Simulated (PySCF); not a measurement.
Te(SMe)(GeH3) (CH6GeSTe), SMILES CS[Te][GeH3].

The structure is a stationary point at PBE0-D3(BJ)/def2-SVP. The structure was generated by enumeration, and PubChem lists no compound with its InChIKey, so it may never have been made. The def2 effective core potentials stand for the cores of Te; spin–orbit coupling is left out. Other conformers were not sampled.

Two levels are set side by side: PBE/def2-TZVP (PySCF) and CAM-B3LYP/def2-TZVP (PySCF). Same geometry, gas phase. Differences are taken from unrounded values.

| quantity | CAM-B3LYP |
|---|---|
| orbital gap (eV) | 6.98 |
| highest occupied level (eV) | -7.66 |
| lowest empty level (eV) | -0.68 |
| dipole moment (D) | 1.55 |
| mean polarisability (bohr³) | 104.3 |

**Question.** What does PBE give, and how far is it from CAM-B3LYP? (Estimate from the structure and the level; the computed values follow.)

**Answer.** 
```csv
quantity,PBE,PBE minus CAM-B3LYP
orbital gap (eV),2.91,-4.08
highest occupied level (eV),-5.43,2.24
lowest empty level (eV),-2.52,-1.84
dipole moment (D),1.45,-0.09
mean polarisability (bohr³),108.2,3.9
```

PBE's occupied levels lie high since its potential decays too fast outside the molecule; exact exchange lowers them and widens the gap. PBE's more diffuse valence density responds more strongly to a field. Differences between two approximate levels are no errors against the true value.

Rough cost on one machine, each run with all the roots and properties that it gave: CAM-B3LYP against PBE within a factor of 2.
